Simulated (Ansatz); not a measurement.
A run on C$_{6}$H$_{18}$FGeN$_{3}$ (`C[N](C)[Ge]([F])([N](C)C)[N](C)C`) with other settings.

```yaml
crystal:
  periodic: [false, false, false]
  atoms:
    - {symbol: C, position_ang: [-1.502704, 0.636524, 1.772661]}
    - {symbol: N, position_ang: [-0.068283, 0.532391, 1.656505]}
    - {symbol: C, position_ang: [0.579969, 0.103386, 2.872591]}
    - {symbol: Ge, position_ang: [0.638970, 0.085380, 0.040305]}
    - {symbol: F, position_ang: [2.358061, 0.077891, 0.356183]}
    - {symbol: N, position_ang: [0.090375, 1.325394, -1.145205]}
    - {symbol: C, position_ang: [-0.073598, 2.705973, -0.762356]}
    - {symbol: C, position_ang: [0.240736, 1.122719, -2.564951]}
    - {symbol: N, position_ang: [0.358327, -1.546926, -0.714269]}
    - {symbol: C, position_ang: [-0.986182, -1.900375, -1.100647]}
    - {symbol: C, position_ang: [1.159421, -2.677858, -0.311475]}
    - {symbol: H, position_ang: [-1.981288, -0.314191, 2.056627]}
    - {symbol: H, position_ang: [-1.769164, 1.376700, 2.537985]}
    - {symbol: H, position_ang: [-1.942319, 0.965737, 0.828163]}
    - {symbol: H, position_ang: [0.222829, -0.877578, 3.224228]}
    - {symbol: H, position_ang: [0.388110, 0.826957, 3.674875]}
    - {symbol: H, position_ang: [1.658805, 0.043958, 2.727739]}
    - {symbol: H, position_ang: [-0.995742, 3.120419, -1.190899]}
    - {symbol: H, position_ang: [-0.131459, 2.795423, 0.323165]}
    - {symbol: H, position_ang: [0.762049, 3.329872, -1.110758]}
    - {symbol: H, position_ang: [0.410509, 0.067495, -2.782565]}
    - {symbol: H, position_ang: [-0.662962, 1.443001, -3.100222]}
    - {symbol: H, position_ang: [1.086548, 1.694418, -2.973275]}
    - {symbol: H, position_ang: [-1.547417, -1.011511, -1.398553]}
    - {symbol: H, position_ang: [-1.547057, -2.402020, -0.296112]}
    - {symbol: H, position_ang: [-0.967499, -2.583435, -1.959499]}
    - {symbol: H, position_ang: [1.254710, -3.385180, -1.144916]}
    - {symbol: H, position_ang: [0.724701, -3.229031, 0.537445]}
    - {symbol: H, position_ang: [2.162051, -2.353534, -0.032469]}
basis:
  gaussian: {orbitals: STO-3G}
hamiltonian: {xc: {name: BHLYP}, dispersion: d3bj}
output: {forces: true}
```

```sh
$ ansatz run in.yaml --threads 11 --pin off --events-out ev --progress --plain --max-ram 166912MiB --backend cpu
```

It prints (some lines left out):

```
Functional definition: BHLYP
1165 factors; integrals over basis functions are off by at most 4.2e-5 eV
mean field evaluation 1: about -69387.7762 eV, gradient 2.8e1 eV
mean field evaluation 2: about -69389.9024 eV, gradient 1.5e1 eV
mean field evaluation 4: about -69390.6354 eV, gradient 4.3e-1 eV
mean field evaluation 8: about -69390.8130 eV, gradient 7.6e-3 eV
mean field -69390.81295823 eV, -2550.0653414326 hartree, gradient 7.2e-6 eV, S^2 0.000000; 0 other end points of the search recorded, 0 dependent functions left out
reference -69390.81315829 eV, -2550.0653487848 hartree; 58, 58 occupied and 28, 28 virtual orbitals, 1165 factors
Total energy: -69391.89428848 eV, -2550.1050795862 hartree
Atom 0 at    -1.502704     0.636524     1.772661 Å, force    -1.173139     0.120189     0.402383 eV/Å
Atom 1 at    -0.068283     0.532391     1.656505 Å, force     1.343715    -0.182237    -3.219015 eV/Å
Atom 2 at     0.579969     0.103386     2.872591 Å, force     0.181974    -0.260402     1.043039 eV/Å
Atom 3 at     0.638970     0.085380     0.040305 Å, force     0.588610     0.182964    -0.055255 eV/Å
Atom 4 at     2.358061     0.077891     0.356183 Å, force    -1.550826     0.018978    -0.296565 eV/Å
Atom 5 at     0.090375     1.325394    -1.145205 Å, force     0.624869    -2.660336     2.447545 eV/Å
Atom 6 at    -0.073598     2.705973    -0.762356 Å, force    -0.143364     0.992880     0.037394 eV/Å
Atom 7 at     0.240736     1.122719    -2.564951 Å, force     0.037187     0.082184    -0.999425 eV/Å
Atom 8 at     0.358327    -1.546926    -0.714269 Å, force     0.610827     3.347778     0.795322 eV/Å
Atom 9 at    -0.986182    -1.900375    -1.100647 Å, force    -1.033484    -0.584315    -0.388612 eV/Å
Atom 10 at     1.159421    -2.677858    -0.311475 Å, force     0.343530    -1.021261     0.170566 eV/Å
Atom 11 at    -1.981288    -0.314191     2.056627 Å, force    -0.094719    -0.021281     0.005551 eV/Å
Atom 12 at    -1.769164     1.376700     2.537985 Å, force    -0.110279    -0.001714     0.063317 eV/Å
Atom 13 at    -1.942319     0.965737     0.828163 Å, force    -0.003763     0.022084    -0.109132 eV/Å
Atom 14 at     0.222829    -0.877578     3.224228 Å, force     0.059183    -0.058735     0.078212 eV/Å
Atom 15 at     0.388110     0.826957     3.674875 Å, force     0.016304    -0.018950     0.118339 eV/Å
Atom 16 at     1.658805     0.043958     2.727739 Å, force     0.217810    -0.031191    -0.107957 eV/Å
Atom 17 at    -0.995742     3.120419    -1.190899 Å, force    -0.035175     0.136925     0.003668 eV/Å
Atom 18 at    -0.131459     2.795423     0.323165 Å, force    -0.029544    -0.020624     0.173006 eV/Å
Atom 19 at     0.762049     3.329872    -1.110758 Å, force     0.030123     0.145316    -0.001871 eV/Å
Atom 20 at     0.410509     0.067495    -2.782565 Å, force     0.001913    -0.177570    -0.004366 eV/Å
Atom 21 at    -0.662962     1.443001    -3.100222 Å, force    -0.009988     0.009736    -0.141044 eV/Å
Atom 22 at     1.086548     1.694418    -2.973275 Å, force     0.053197     0.027431    -0.135040 eV/Å
Atom 23 at    -1.547417    -1.011511    -1.398553 Å, force    -0.020990     0.108395    -0.009320 eV/Å
Atom 24 at    -1.547057    -2.402020    -0.296112 Å, force    -0.094591    -0.025314     0.002789 eV/Å
Atom 25 at    -0.967499    -2.583435    -1.959499 Å, force    -0.093961    -0.082336    -0.026570 eV/Å
Atom 26 at     1.254710    -3.385180    -1.144916 Å, force     0.037397    -0.115012     0.007918 eV/Å
Atom 27 at     0.724701    -3.229031     0.537445 Å, force     0.062319    -0.074472     0.060341 eV/Å
Atom 28 at     2.162051    -2.353534    -0.032469 Å, force     0.184863     0.140890     0.084781 eV/Å
Dipole moment:    -0.207795    -0.098616     0.048696 e Å
```

Run time 1.5 s (11 threads of an AMD EPYC 7R13 on a shared host); peak host memory 0.34 GiB.
